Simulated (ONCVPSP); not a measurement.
**cobalt (Co): one change to an ONCV potential, before and after**

Co (Z = 27), optimised norm-conserving Vanderbilt (ONCV), made with ONCVPSP 4.0.1 (PBE, scalar-relativistic). Core [Ne], reference 3s2 3p6 3d7 4s2. Waves: 3s+4s: rc 1.15 bohr, ncon 3, nbas 6, qcut 9.5 1/bohr, 2 projectors; 3p: rc 1.15 bohr, ncon 4, nbas 7, qcut 10.6 1/bohr, 2 projectors, debl 1.5 Ha; 3d: rc 1.70 bohr, ncon 4, nbas 8, qcut 10 1/bohr, 2 projectors, debl 0.8 Ha. Local part: polynomial inside 1.05 bohr (lpopt 5, dvloc0 4 Ha). Core correction: Teter function, fcfact 2.5, rcfact 1.35.

In the p channel the program set the typed energies aside and used -2.412, 0.250 Ha.

Change: core [Ne] 3s2, valence charge 15; reference 3p6 3d7 4s1.5 4p0.5; waves now 4s: rc 2.55 bohr, ncon 4, nbas 9, qcut 2.3 1/bohr, 2 projectors, debl 1.1 Ha; 3p+4p: rc 1.15 bohr, ncon 3, nbas 8, qcut 13.2 1/bohr, 2 projectors; 3d: rc 1.80 bohr, ncon 5, nbas 9, qcut 10.1 1/bohr, 2 projectors, debl 1.5 Ha; local potential polynomial inside 1.05 bohr (lpopt 5, dvloc0 6 Ha).

Cutoffs: the cutoffs (Ha) at which the residual kinetic energy of the hardest occupied pseudo-wave falls to 1 and 0.1 mHa per electron; they do not see the model core or the augmentation charge, which bear on the density cutoff. Errors are all-electron minus pseudo energies relative to the spin-unpolarised reference configuration.

Task: What does the change do?

Result: The potential gets neither clearly harder nor softer (38 Ha and 45 Ha → 38 Ha and 45 Ha); the d channel sets the loose cutoff, while the largest relative change is in s, which becomes softer; the lowest positive-energy flag moves from none to s at 32.5 eV; neither file shows a bound ghost. Several settings change at once here, so the effects cannot be laid on one of them.

```tsv
quantity	base	changed
cutoff, loose	38 Ha	38 Ha
cutoff, tight	45 Ha	45 Ha
loose cutoff by channel	s 34 Ha, p 38 Ha, d 37 Ha	s 6.6 Ha, p 38 Ha, d 38 Ha
bound ghosts	none	none
GHOST(+) flags under 300 eV	none	s at 32.5 eV
largest error over its own tests, meV	+96	+56
p: phases at 1.16 bohr within 0.05 rad from the reference energy up to (Ha; the scan ends near 5)	to the end of the scan	to the end of the scan
rms error of d²Exc/dni dnj with the model core, mHa	0.71	1.76
```
